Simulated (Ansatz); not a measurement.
Ideal-gas functions of CH4AlGeI, SMILES `[I][Al]1[CH2][GeH2]1` at 400 K and 1 bar, from an Ansatz frequency run at PBE0-D4/def2-TZVP.

Molar mass 242.54 g/mol, point group Cs (symmetry number 1), electronic degeneracy 1, moments of inertia 52.097, 1138.927, 1181.447 u Å². Harmonic wavenumbers (cm⁻¹, unscaled): 76, 94, 178, 190, 373, 393, 489, 562, 572, 733, 825, 837, 864, 1345, 2122, 2140, 3084, 3154.

Use S(trans) = R[1.5 ln M + 2.5 ln T − 1.1517]; rotational temperatures θ = 24.2544 K / I; S(rot) = R[ln(√π/σ · √(T³/θAθBθC)) + 1.5]; for each mode x = 1.438777 ν̃/T, S = R[x/(eˣ − 1) − ln(1 − e⁻ˣ)] and H = RT x/(eˣ − 1); 1 cm⁻¹ = 0.0119627 kJ/mol; R = 8.31446 J/(mol·K).

By hand: the entropy, in J/(mol·K).

Translation 183.4. Rotation: θ = 0.4656, 0.0213, 0.0205 K, giving 127.3. Vibration, mode by mode: 19.12, 17.37, 12.16, 11.64, 6.47, 6.10, 4.61, 3.75, 3.64, 2.31, 1.78, 1.72, 1.59, 0.39, 0.03, 0.03, 0.00, 0.00, in all 92.7. Electronic 0.0. Sum 403.4 J/(mol·K).

By hand: H − E and G − E in kJ/mol, counted from the electronic energy.

Zero-point energy ½ × 18031 × 0.0119627 = 107.8; thermal vibration 19.1; translation, rotation and pV give 4 RT = 13.3. H − E = 140.2 kJ/mol, and G − E = 140.2 − 400 × 403.4/1000 = -21.2 kJ/mol.

Vibration gives 23 % of the entropy, 36.5 J/(mol·K) of it from the modes under 150 cm⁻¹: soft modes count most, and the harmonic formula is weakest for them.
